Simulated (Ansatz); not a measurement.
`[CH3][Sn]([NH2])([F])[F]` + NH₃ → `[NH2][Sn]([NH2])([F])[F]` + CH₄ at 600 K and 1 bar (ligand exchange at the Sn–C bond).

Isolated molecules relaxed with PBE0-D4/def2-TZVP in Ansatz; ΔE leaves out vibrations. CCSD(T)/CBS adds triple-zeta CCSD(T) − MP2 to the extrapolated MP2 energy (def2 sets, frozen cores). This one scheme is used for every species. Elements past krypton have def2 core potentials. For Sn outer-core shells are correlated without core-valence functions, which leaves a few kJ/mol of doubt a bond. Each species was taken in one conformer, which may not be the lowest.

| species | CCSD(T)/CBS energy (Eh) | H − E (kJ/mol) | S (J/(mol·K)) |
| --- | --- | --- | --- |
| `[CH3][Sn]([NH2])([F])[F]` | -509.47039 | 239.7 | 496.2 |
| NH₃ | -56.50880 | 112.4 | 219.5 |
| `[NH2][Sn]([NH2])([F])[F]` | -525.52089 | 209.7 | 465.0 |
| CH₄ | -40.46206 | 140.4 | 215.7 |

H − E and S are ideal-gas, rigid-rotor, harmonic terms from PBE0-D4/def2-TZVP, for one conformer and one mirror image of each species. 1 Eh = 2625.50 kJ/mol, R = 8.31446 J/(mol·K).

Problem. By hand: ΔE, ΔH, ΔS and ΔG.

Solution. ΔE = (-525.52089) + (-40.46206) − (-509.47039) − (-56.50880) = -0.00376 Eh = -9.9 kJ/mol. Δ(H − E) = 209.7 + 140.4 − 239.7 − 112.4 = -2.0, so ΔH = -11.9 kJ/mol. ΔS = 465.0 + 215.7 − 496.2 − 219.5 = -35.0 J/(mol·K). ΔG = -11.9 − 600 × (-35.0)/1000 = 9.1 kJ/mol.

Problem. By hand: the equilibrium constant, and the temperature at which ΔG would vanish if ΔH and ΔS stayed fixed.

Solution. log₁₀ K = −ΔG/(RT ln 10) = -0.8. ΔG = 0 at ΔH/ΔS = 340 K.

TΔS isn't small against ΔH here. A doubt of 5 kJ/mol in ΔE shifts log₁₀ K by 0.4 here. Other conformers and mirror images would add mixing entropy, several J/(mol·K) or more a flexible species. Modes under 60 cm⁻¹, often nearly free rotors, make the harmonic entropy too high. These are equilibria of isolated gas molecules and say nothing of rates. Largest T1 diagnostic: 0.014 (customary marks: 0.02 for closed shells, 0.045 for open ones).
